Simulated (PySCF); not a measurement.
Br2Ge, singlet, geometry from GFN2-xTB; PySCF with B3LYP/cc-pVDZ.

The PySCF input:
```python
from pyscf import gto, scf, dft

mol = gto.M(
    atom='''
Ge    0.01682949    0.00687689    1.03311619
Br    1.00009172   -1.51961211   -0.47860423
Br   -1.01547868    1.51332467   -0.46595914
''',
    basis='cc-pvdz',
    verbose=4,
    symmetry=True,
)

mf = dft.RKS(mol)
mf.xc = 'b3lyp'
mf.kernel()
mf.analyze()
```

Output, abridged:

```
PySCF version 2.14.0

[INPUT] verbose = 4
[INPUT] num. atoms = 3
[INPUT] num. electrons = 102
[INPUT] charge = 0
[INPUT] spin (= nelec alpha-beta = 2S) = 0
[INPUT] symmetry True subgroup None
[INPUT] Mole.unit = angstrom
[INPUT] Symbol           X                Y                Z      unit          X                Y                Z       unit  Magmom
[INPUT]  1 Ge     0.016829490000   0.006876890000   1.033116190000 AA    0.031803126916   0.012995438689   1.952306653954 Bohr   0.0
[INPUT]  2 Br     1.000091720000  -1.519612110000  -0.478604230000 AA    1.889899450245  -2.871650703472  -0.904430916758 Bohr   0.0
[INPUT]  3 Br    -1.015478680000   1.513324670000  -0.465959140000 AA   -1.918976590535   2.859769163848  -0.880535159838 Bohr   0.0

nuclear repulsion = 679.708793928492
point group symmetry = C2v
symmetry origin: [1.48213795e-09 1.48213809e-09 2.40847450e-09]
symmetry axis x: [-0.8327019  -0.55345282  0.01724877]
symmetry axis y: [ 0.55348194 -0.83285394 -0.00347238]
symmetry axis z: [0.0162875  0.00665542 0.9998452 ]
num. orbitals of irrep A1 = 32
num. orbitals of irrep A2 = 10
num. orbitals of irrep B1 = 14
num. orbitals of irrep B2 = 25
number of shells = 18
number of NR pGTOs = 231
number of NR cGTOs = 81
basis = cc-pvdz
ecp = {}

******** <class 'pyscf.dft.rks_symm.SymAdaptedRKS'> ********
method = SymAdaptedRKS
initial guess = minao
damping factor = 0
level_shift factor = 0
DIIS = <class 'pyscf.scf.diis.CDIIS'>
diis_start_cycle = 1
diis_space = 8
diis_damp = 0
SCF conv_tol = 1e-09
SCF conv_tol_grad = None
SCF max_cycles = 50
direct_scf = True
direct_scf_tol = 1e-13
XC library pyscf.dft.libxc version 7.1.2
    S. Lehtola, C. Steigemann, M. J. T. Oliveira, and M. A. L. Marques,  SoftwareX 7, 1–5 (2018)
XC functionals = b3lyp
    P. J. Stephens, F. J. Devlin, C. F. Chabalowski, and M. J. Frisch,  J. Phys. Chem. 98, 11623 (1994)
radial grids:
    Treutler-Ahlrichs [JCP 102, 346 (1995); DOI:10.1063/1.469408] (M4) radial grids

becke partition: Becke, JCP 88, 2547 (1988); DOI:10.1063/1.454033
pruning grids: <function nwchem_prune>
grids dens level: 3
symmetrized grids: True
atomic radii adjust function: <function treutler_atomic_radii_adjust>
small_rho_cutoff = 0
Freeze 0 electrons in irreps []
    102 free electrons in irreps A1 A2 B1 B2
Set gradient conv threshold to 3.16228e-05
Initial guess from minao.
tot grids = 61488
init E= -7222.84586767873
HOMO (A1) = -0.269177994786338  LUMO (B1) = -0.113966804368339  gap/eV = 4.22351
cycle= 1 E= -7225.36085101342  delta_E= -2.51  |g|= 0.385  |ddm|= 1.45
HOMO (B2) = -0.244990780905108  LUMO (B1) = -0.169301098256243  gap/eV = 2.05962
cycle= 2 E= -7225.16367543404  delta_E= 0.197  |g|= 0.84  |ddm|= 1.34
HOMO (A1) = -0.274956071689539  LUMO (B1) = -0.125334424330548  gap/eV = 4.07141
cycle= 3 E= -7225.42193016792  delta_E= -0.258  |g|= 0.0202  |ddm|= 0.857
HOMO (A1) = -0.276923116808174  LUMO (B1) = -0.125262307372507  gap/eV = 4.12690
cycle= 4 E= -7225.42199093762  delta_E= -6.08e-05  |g|= 0.00981  |ddm|= 0.0318
HOMO (A1) = -0.276822416247277  LUMO (B1) = -0.124459471050569  gap/eV = 4.14601
cycle= 5 E= -7225.422030598  delta_E= -3.97e-05  |g|= 0.0012  |ddm|= 0.011
HOMO (A1) = -0.276708027922295  LUMO (B1) = -0.124271749430446  gap/eV = 4.14800
cycle= 6 E= -7225.42203112866  delta_E= -5.31e-07  |g|= 0.000313  |ddm|= 0.00174
HOMO (A1) = -0.276712350349305  LUMO (B1) = -0.124282062215473  gap/eV = 4.14784
cycle= 7 E= -7225.4220311619  delta_E= -3.32e-08  |g|= 7.72e-05  |ddm|= 0.000324
HOMO (A1) = -0.276712285385941  LUMO (B1) = -0.124286972212479  gap/eV = 4.14770
cycle= 8 E= -7225.42203116433  delta_E= -2.43e-09  |g|= 1.87e-05  |ddm|= 0.000123
HOMO (A1) = -0.276714600383542  LUMO (B1) = -0.124290286785949  gap/eV = 4.14768
cycle= 9 E= -7225.42203116444  delta_E= -1.07e-10  |g|= 3.28e-06  |ddm|= 2.32e-05
HOMO (A1) = -0.276713907971853  LUMO (B1) = -0.124290165613111  gap/eV = 4.14766
Extra cycle  E= -7225.42203116443  delta_E= 1.18e-11  |g|= 3.7e-06  |ddm|= 7.87e-06
converged SCF energy = -7225.42203116443
**** SCF Summaries ****
Total Energy =                       -7225.422031164430337
Nuclear Repulsion Energy =             679.708793928491673
One-electron Energy =               -11414.655926747785998
Two-electron Energy =                 3509.525101654863647
Two-electron Coulomb Energy =         3771.248903656523908
DFT Exchange-Correlation Energy =     -261.723802001660317
HOMO-LUMO gap [eV] =                     4.147661291936757
Wave-function symmetry = A1
occupancy for each irrep:     A1   A2   B1   B2
                              21    6    8   16
**** MO energy ****
MO #1 (A1 #1), energy= -482.876426569839 occ= 2
MO #2 (B2 #1), energy= -482.876426411639 occ= 2
MO #3 (A1 #2), energy= -398.848797520109 occ= 2
MO #4 (A1 #3), energy= -62.5287065726345 occ= 2
MO #5 (B2 #2), energy= -62.5287063097707 occ= 2
MO #6 (B2 #3), energy= -56.3442677420381 occ= 2
MO #7 (A1 #4), energy= -56.3442673028848 occ= 2
MO #8 (B1 #1), energy= -56.3431760276223 occ= 2
MO #9 (A2 #1), energy= -56.3431760053292 occ= 2
MO #10 (B2 #4), energy= -56.3424529469846 occ= 2
MO #11 (A1 #5), energy= -56.3424523934889 occ= 2
MO #12 (A1 #6), energy= -49.8888961926749 occ= 2
MO #13 (B1 #2), energy= -44.4116304686634 occ= 2
MO #14 (B2 #5), energy= -44.4103820324368 occ= 2
MO #15 (A1 #7), energy= -44.4098889101713 occ= 2
MO #16 (A1 #8), energy= -8.70890446416319 occ= 2
MO #17 (B2 #6), energy= -8.70889777355659 occ= 2
MO #18 (B2 #7), energy= -6.53460655562643 occ= 2
MO #19 (A1 #9), energy= -6.53460166308355 occ= 2
MO #20 (A2 #2), energy= -6.52976863770417 occ= 2
MO #21 (B1 #3), energy= -6.52976851695914 occ= 2
MO #22 (B2 #8), energy= -6.52725796797315 occ= 2
MO #23 (A1 #10), energy= -6.52725197732041 occ= 2
MO #24 (A1 #11), energy= -6.30143449825179 occ= 2
MO #25 (B1 #4), energy= -4.4741979720657 occ= 2
MO #26 (B2 #9), energy= -4.47051656779701 occ= 2
MO #27 (A1 #12), energy= -4.46807279686966 occ= 2
MO #28 (B2 #10), energy= -2.64601014657205 occ= 2
MO #29 (A1 #13), energy= -2.64600693618689 occ= 2
MO #30 (A2 #3), energy= -2.64492682067234 occ= 2
MO #31 (B1 #5), energy= -2.64492560802263 occ= 2
MO #32 (A1 #14), energy= -2.64295087936793 occ= 2
MO #33 (B2 #11), energy= -2.64294848318662 occ= 2
MO #34 (A2 #4), energy= -2.6391101472887 occ= 2
MO #35 (B1 #6), energy= -2.63910817847337 occ= 2
MO #36 (B2 #12), energy= -2.63892080904682 occ= 2
MO #37 (A1 #15), energy= -2.63891924576936 occ= 2
MO #38 (A1 #16), energy= -1.29068074143124 occ= 2
MO #39 (A2 #5), energy= -1.28952312408636 occ= 2
MO #40 (B1 #7), energy= -1.28748688574353 occ= 2
MO #41 (B2 #13), energy= -1.28624659752495 occ= 2
MO #42 (A1 #17), energy= -1.28436167518653 occ= 2
MO #43 (A1 #18), energy= -0.784978635723999 occ= 2
MO #44 (B2 #14), energy= -0.764323577718632 occ= 2
MO #45 (A1 #19), energy= -0.515642379337003 occ= 2
MO #46 (B2 #15), energy= -0.366260840760307 occ= 2
MO #47 (A1 #20), energy= -0.332722633501222 occ= 2
MO #48 (B1 #8), energy= -0.326102372892039 occ= 2
MO #49 (A2 #6), energy= -0.301073445813743 occ= 2
MO #50 (B2 #16), energy= -0.287541674311848 occ= 2
MO #51 (A1 #21), energy= -0.276713907971853 occ= 2
MO #52 (B1 #9), energy= -0.124290165613111 occ= 0
MO #53 (A1 #22), energy= -0.0329597484704893 occ= 0
MO #54 (B2 #17), energy= -0.0256861979827676 occ= 0
MO #55 (A1 #23), energy= 0.20291287467345 occ= 0
MO #56 (B2 #18), energy= 0.230259907300168 occ= 0
MO #57 (A1 #24), energy= 0.253425037538065 occ= 0
MO #58 (B1 #10), energy= 0.275381209658139 occ= 0
MO #59 (A1 #25), energy= 0.311870644841143 occ= 0
 ** Mulliken pop on meta-lowdin orthogonal AOs  **
 ** Mulliken pop  **
 ** Mulliken atomic charges  **
charge of    0Ge =      0.45103
charge of    1Br =     -0.22552
charge of    2Br =     -0.22552
Dipole moment(X, Y, Z, Debye):  0.03224,  0.01317,  1.97912
```
